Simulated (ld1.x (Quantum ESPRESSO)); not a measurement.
## What the settings do to the PAW potential of Cs

Base potential:

caesium (Cs), PAW, made with ld1.x (Quantum ESPRESSO) 7.5 (PBE, scalar-relativistic). Core [Kr] 4d10, reference 5s2 5p6 5d0 6s0 6p1. Waves: 5s (bound): rcut 2.25, rcutus 2.30 bohr; 6s (bound, empty): rcut 2.25, rcutus 2.30 bohr; 5p (bound): rcut 3.35, rcutus 4.15 bohr; 6p (bound): rcut 3.35, rcutus 4.15 bohr; 5d (bound, empty): rcut 3.70, rcutus 4.00 bohr; 5d channel at 0.6 Ry: rcut 3.70, rcutus 4.00 bohr. Local part: all-electron potential smoothed inside 2.05 bohr (lloc = -1). Core correction: Bessel-smoothed model core inside 1.15 bohr. Augmentation charge: BESSEL, radius 1.95 bohr.

All-electron outer shells of the reference configuration (PBE, scalar-relativistic, ld1.x):

```tsv
shell	level (eV)	outermost node (bohr)	outermost maximum (bohr)
4p	-162.08	0.36	0.67
4d	-75.52	0.33	0.72
5s	-27.99	0.82	1.54
5p	-14.75	0.89	1.79
6s	-2.70	2.10	4.56
6p	-1.30	2.58	6.81
5d	-1.11	1.05	3.06
```

Cutoffs, loose and tight: the cutoffs (Ry, on a coarse ladder) from which the occupation-weighted sum of valence levels, in a spherical-Bessel basis at the reference potential, stays within 10 and 1 mRy of its value at 400 Ry. They do not see the model core or the augmentation charge, which bear on the density cutoff. Test errors are all-electron minus pseudo excitation energies from the reference, over the configurations 5s2 5p6 5d0 6s1 6p0; 5s2 5p6 5d0 6s0 6p0; 5s2 5p6 5d0 6s0.5 6p0; 5s2 5p6 5d0.5 6s0.5 6p0; 5s1 5p6 5d0 6s1 6p0; 5s2 5p6 5d1 6s0 6p0; 5s2 5p5 5d0 6s1 6p0. A dash means not determined; rows that change the core or the reference have their own tests. The largest error is taken over the tests solved by every variant that gives reliable tests at all: 5s2 5p6 5d0 6s0 6p0; 5s2 5p6 5d0 6s0.5 6p0; 5s2 5p6 5d0 6s1 6p0.

Cutoffs are not given where the Bessel-basis levels miss the radial ones by over 6 mRy, ghosts where they miss by over 20 mRy; a channel whose overlap is not positive is not tested.

A file whose overlap is not positive is unfit for use, and its test errors describe a broken file.

```csv
change,outcome,bound ghosts,largest test error (meV)
base,"generated, overlap not positive",not determined (overlap not positive),+7.2
reference 5s2 5p6 5d0 6s1 6p0,"generated, overlap not positive",not determined (overlap not positive),+8.9 over the solved tests; 2 of 7 tests not solved or not reliable
local potential all-electron potential smoothed inside 3.35 bohr (lloc = -1),"generated, overlap not positive",not determined (overlap not positive),-41
local potential all-electron potential smoothed inside 2.26 bohr (lloc = -1),"generated, overlap not positive",not determined (overlap not positive),+6.5
"waves 5p (bound): rcut 3.35, rcutus 5.88 bohr; 6p (bound): rcut 3.35, rcutus 5.88 bohr","generated, overlap not positive",not determined (overlap not positive),"test run stopped at test 4 of 7 (negative rho), 3 before it not solved"
"wave 5d channel at 0.6 Ry: rcut 3.70, rcutus 4.00 bohr becomes 5d channel at 1.23 Ry: rcut 3.70, rcutus 4.00 bohr","generated, overlap not positive",not determined (overlap not positive),+7.2
"augmentation BESSEL, radius 1.70 bohr","generated, overlap not positive",not determined (overlap not positive),+7.8
"all radii but the core radius scaled by about 1.41 (s 3.24, p 5.84, d 5.62 bohr, rcut 3.16/4.72/5.20); local potential all-electron potential smoothed inside 2.88 bohr (lloc = -1); augmentation BESSEL, radius 2.74 bohr","generated, overlap not positive",not determined (overlap not positive),"test run stopped at test 5 of 7 (negative rho), 4 before it not solved"
"waves 5s (bound): rcut 2.04, rcutus 2.16 bohr; 6s (bound): rcut 2.04, rcutus 2.16 bohr","generated, overlap not positive",not determined (overlap not positive),+7.5
```

Question: What comes out with this change to the base: fully relativistic?

Answer: outcome: generated; bound ghosts: not determined; largest test error (meV): +7.3.
